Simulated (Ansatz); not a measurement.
Born–Oppenheimer molecular dynamics of C2H7BFGa (12 atoms, charge 0, multiplicity 1). It starts at the highest image of a converged band. Of that band: Neighbouring images differ by up to 2.7 eV, so the band resolves the path poorly. A vibrational analysis at the climbing image gives one clearly imaginary mode, 916i cm⁻¹: a first-order saddle point.

Theory: RKS BHLYP-D4/def2-SVP (Ansatz).

* ensemble: NVE (velocity Verlet)
* time step: 0.5 fs
* steps asked: 175
* starting velocities drawn for: 100 K
* seed: 11101

Frames 1 fs apart, positions in Å, forces in eV/Å.

Velocities at 0 fs (Å/ps):

```
B 2.07 2.94 8.44
Ga -0.86 -0.48 -0.79
C -0.35 -1.39 0.91
C -0.68 2.99 -2.19
F 2.43 -1.03 -1.32
H 1.34 20.89 -3.76
H -3.73 -2.32 16.15
H 6.72 -5.88 -4.08
H 2.31 -6.99 0.02
H 6.03 4.63 -7.76
H -5.46 -5.96 3.50
H -3.03 -2.38 0.22
```

```xyz
12
Properties=species:S:1:pos:R:3:forces:R:3 time_fs=0 energy_less_start_eV=0.000 T=100
B -1.357 -0.791 -0.273 0.00 0.00 0.00
Ga -0.588 -0.177 1.632 0.00 0.00 0.00
C 1.098 0.282 0.629 0.00 0.00 0.00
C 0.860 0.632 -0.809 0.00 0.00 0.00
F -0.057 -0.289 -1.399 0.00 0.00 0.00
H -1.735 0.358 0.084 0.00 0.00 0.00
H -2.063 -1.404 -1.012 0.00 0.00 0.00
H -1.570 -1.379 1.724 0.00 0.00 0.00
H 1.597 1.127 1.107 0.00 0.00 0.00
H 1.754 -0.588 0.723 0.00 0.00 0.00
H 0.395 1.612 -0.929 0.00 0.00 0.00
H 1.744 0.559 -1.443 0.00 0.00 0.00
12
Properties=species:S:1:pos:R:3:forces:R:3 time_fs=1 energy_less_start_eV=0.005 T=96
B -1.355 -0.788 -0.265 -0.10 0.13 -0.05
Ga -0.589 -0.177 1.631 0.05 0.03 0.03
C 1.097 0.281 0.630 -0.02 0.00 -0.16
C 0.859 0.635 -0.811 -0.01 -0.28 0.20
F -0.055 -0.290 -1.400 -0.03 -0.01 0.01
H -1.734 0.379 0.081 0.06 -0.21 0.00
H -2.067 -1.406 -0.996 0.03 0.03 0.00
H -1.563 -1.384 1.720 -0.03 0.01 0.00
H 1.599 1.121 1.107 0.04 0.11 0.05
H 1.760 -0.583 0.715 -0.01 -0.08 0.03
H 0.390 1.606 -0.926 -0.06 0.21 -0.05
H 1.741 0.557 -1.442 0.08 0.05 -0.05
12
Properties=species:S:1:pos:R:3:forces:R:3 time_fs=2 energy_less_start_eV=0.016 T=88
B -1.353 -0.785 -0.257 -0.19 0.22 -0.12
Ga -0.589 -0.178 1.631 0.11 0.06 0.08
C 1.097 0.279 0.630 -0.01 0.02 -0.30
C 0.858 0.638 -0.813 -0.02 -0.49 0.35
F -0.052 -0.291 -1.401 -0.06 -0.02 0.01
H -1.732 0.398 0.077 0.10 -0.38 0.02
H -2.071 -1.408 -0.980 0.05 0.05 0.00
H -1.557 -1.390 1.716 -0.06 0.02 -0.01
H 1.602 1.115 1.107 0.05 0.19 0.08
H 1.766 -0.579 0.708 -0.02 -0.13 0.05
H 0.384 1.603 -0.923 -0.09 0.35 -0.10
H 1.739 0.555 -1.443 0.14 0.10 -0.08
12
Properties=species:S:1:pos:R:3:forces:R:3 time_fs=3 energy_less_start_eV=0.028 T=79
B -1.352 -0.782 -0.248 -0.26 0.26 -0.19
Ga -0.590 -0.178 1.630 0.16 0.10 0.13
C 1.097 0.278 0.631 0.04 0.06 -0.38
C 0.858 0.640 -0.815 -0.05 -0.57 0.45
F -0.050 -0.292 -1.402 -0.08 -0.02 0.02
H -1.729 0.413 0.073 0.13 -0.50 0.04
H -2.074 -1.409 -0.964 0.07 0.07 -0.01
H -1.551 -1.396 1.712 -0.08 0.04 -0.01
H 1.605 1.111 1.109 0.04 0.21 0.08
H 1.772 -0.577 0.701 -0.05 -0.15 0.07
H 0.377 1.602 -0.921 -0.06 0.36 -0.12
H 1.738 0.554 -1.444 0.15 0.15 -0.08
12
Properties=species:S:1:pos:R:3:forces:R:3 time_fs=4 energy_less_start_eV=0.038 T=71
B -1.350 -0.778 -0.240 -0.31 0.25 -0.27
Ga -0.591 -0.179 1.629 0.22 0.13 0.20
C 1.096 0.277 0.631 0.13 0.13 -0.41
C 0.857 0.642 -0.816 -0.08 -0.51 0.47
F -0.048 -0.293 -1.404 -0.10 -0.02 0.04
H -1.725 0.423 0.070 0.13 -0.56 0.07
H -2.076 -1.410 -0.948 0.07 0.07 -0.02
H -1.546 -1.401 1.707 -0.10 0.05 -0.02
H 1.609 1.109 1.111 0.00 0.16 0.04
H 1.777 -0.575 0.695 -0.10 -0.15 0.08
H 0.369 1.605 -0.920 0.02 0.25 -0.12
H 1.739 0.555 -1.446 0.11 0.19 -0.05
12
Properties=species:S:1:pos:R:3:forces:R:3 time_fs=5 energy_less_start_eV=0.046 T=65
B -1.349 -0.774 -0.232 -0.33 0.18 -0.35
Ga -0.592 -0.179 1.629 0.28 0.16 0.28
C 1.096 0.276 0.631 0.24 0.21 -0.41
C 0.856 0.644 -0.817 -0.11 -0.36 0.43
F -0.045 -0.294 -1.405 -0.10 -0.01 0.05
H -1.719 0.428 0.068 0.12 -0.54 0.10
H -2.078 -1.411 -0.932 0.07 0.07 -0.05
H -1.542 -1.405 1.703 -0.11 0.06 -0.04
H 1.612 1.108 1.113 -0.06 0.08 -0.01
H 1.782 -0.576 0.689 -0.16 -0.11 0.09
H 0.362 1.610 -0.920 0.13 0.05 -0.10
H 1.740 0.557 -1.448 0.03 0.22 0.01
12
Properties=species:S:1:pos:R:3:forces:R:3 time_fs=6 energy_less_start_eV=0.052 T=60
B -1.348 -0.771 -0.225 -0.32 0.06 -0.43
Ga -0.593 -0.180 1.628 0.35 0.20 0.38
C 1.096 0.274 0.630 0.34 0.28 -0.38
C 0.855 0.645 -0.818 -0.13 -0.20 0.36
F -0.043 -0.295 -1.406 -0.10 0.01 0.06
H -1.713 0.427 0.066 0.08 -0.46 0.14
H -2.079 -1.410 -0.916 0.05 0.05 -0.08
H -1.538 -1.410 1.698 -0.12 0.08 -0.06
H 1.615 1.109 1.116 -0.12 -0.02 -0.07
H 1.784 -0.577 0.684 -0.20 -0.07 0.10
H 0.356 1.616 -0.921 0.23 -0.14 -0.08
H 1.742 0.562 -1.450 -0.05 0.23 0.07
12
Properties=species:S:1:pos:R:3:forces:R:3 time_fs=7 energy_less_start_eV=0.058 T=55
B -1.347 -0.767 -0.218 -0.30 -0.12 -0.51
Ga -0.593 -0.180 1.627 0.41 0.23 0.48
C 1.096 0.274 0.630 0.39 0.32 -0.36
C 0.854 0.646 -0.818 -0.12 -0.08 0.29
F -0.041 -0.296 -1.407 -0.09 0.03 0.08
H -1.705 0.423 0.066 0.02 -0.31 0.17
H -2.079 -1.409 -0.902 0.03 0.03 -0.12
H -1.536 -1.413 1.692 -0.13 0.09 -0.09
H 1.617 1.109 1.117 -0.16 -0.09 -0.12
H 1.785 -0.579 0.680 -0.23 -0.04 0.10
H 0.352 1.620 -0.923 0.28 -0.28 -0.05
H 1.743 0.569 -1.451 -0.11 0.22 0.11
12
Properties=species:S:1:pos:R:3:forces:R:3 time_fs=8 energy_less_start_eV=0.062 T=52
B -1.347 -0.763 -0.211 -0.26 -0.35 -0.59
Ga -0.594 -0.180 1.627 0.47 0.27 0.60
C 1.097 0.273 0.629 0.37 0.33 -0.35
C 0.853 0.647 -0.818 -0.09 -0.03 0.24
F -0.039 -0.297 -1.409 -0.08 0.05 0.09
H -1.698 0.415 0.067 -0.04 -0.11 0.21
H -2.079 -1.408 -0.888 0.00 0.01 -0.16
H -1.536 -1.415 1.686 -0.13 0.09 -0.13
H 1.617 1.108 1.118 -0.16 -0.11 -0.13
H 1.784 -0.581 0.677 -0.23 -0.03 0.10
H 0.351 1.622 -0.926 0.27 -0.31 -0.02
H 1.744 0.577 -1.452 -0.13 0.18 0.13
12
Properties=species:S:1:pos:R:3:forces:R:3 time_fs=9 energy_less_start_eV=0.065 T=50
B -1.346 -0.759 -0.205 -0.22 -0.59 -0.66
Ga -0.595 -0.181 1.626 0.53 0.31 0.71
C 1.098 0.273 0.627 0.29 0.31 -0.36
C 0.852 0.648 -0.818 -0.03 -0.08 0.22
F -0.037 -0.298 -1.410 -0.07 0.07 0.10
H -1.691 0.406 0.071 -0.11 0.11 0.24
H -2.080 -1.406 -0.876 -0.02 -0.01 -0.19
H -1.536 -1.417 1.678 -0.12 0.09 -0.16
H 1.616 1.107 1.117 -0.13 -0.08 -0.10
H 1.780 -0.584 0.676 -0.19 -0.03 0.10
H 0.352 1.621 -0.928 0.20 -0.24 0.00
H 1.743 0.588 -1.451 -0.11 0.13 0.11
12
Properties=species:S:1:pos:R:3:forces:R:3 time_fs=10 energy_less_start_eV=0.069 T=47
B -1.346 -0.756 -0.199 -0.20 -0.81 -0.73
Ga -0.595 -0.181 1.626 0.58 0.36 0.82
C 1.099 0.273 0.626 0.15 0.24 -0.38
C 0.851 0.649 -0.818 0.03 -0.20 0.21
F -0.035 -0.299 -1.411 -0.05 0.10 0.11
H -1.685 0.399 0.076 -0.18 0.30 0.25
H -2.080 -1.405 -0.866 -0.04 -0.02 -0.22
H -1.538 -1.418 1.669 -0.11 0.09 -0.20
H 1.613 1.104 1.116 -0.07 0.00 -0.04
H 1.775 -0.587 0.675 -0.14 -0.05 0.09
H 0.356 1.617 -0.931 0.07 -0.08 0.02
H 1.741 0.600 -1.449 -0.05 0.07 0.06
12
Properties=species:S:1:pos:R:3:forces:R:3 time_fs=11 energy_less_start_eV=0.073 T=44
B -1.347 -0.754 -0.194 -0.20 -0.97 -0.77
Ga -0.596 -0.181 1.625 0.63 0.42 0.92
C 1.100 0.273 0.624 -0.01 0.16 -0.40
C 0.850 0.649 -0.818 0.10 -0.33 0.21
F -0.033 -0.300 -1.412 -0.04 0.12 0.11
H -1.680 0.394 0.085 -0.21 0.43 0.24
H -2.081 -1.404 -0.858 -0.05 -0.02 -0.23
H -1.540 -1.418 1.658 -0.10 0.08 -0.24
H 1.610 1.102 1.114 0.01 0.08 0.02
H 1.768 -0.591 0.675 -0.08 -0.08 0.08
H 0.360 1.613 -0.933 -0.08 0.11 0.04
H 1.739 0.612 -1.447 0.03 0.00 0.00
```

Of the whole run (88 fs, mean temperature of the second half 1370 K): The conserved energy stayed within 0.83 meV per atom of its start (net change -0.25 meV per atom), so the integration is sound. The kinetic energy rose, since the run started high on the potential surface and went downhill. It ends in pieces (BH3 + C2H4FGa), so much of that is their flight and rotation, not heat. A run of 0.087 ps of so small a system gives no equilibrium averages. The orbitals stay closed-shell, which can raise the energy where a bond breaks towards radicals; this wasn't checked here.

Time of the run: 11 min on 2 threads of AMD EPYC 7R13 Processor (Zen 3), with other jobs on the host, peak memory 0.34 GiB.
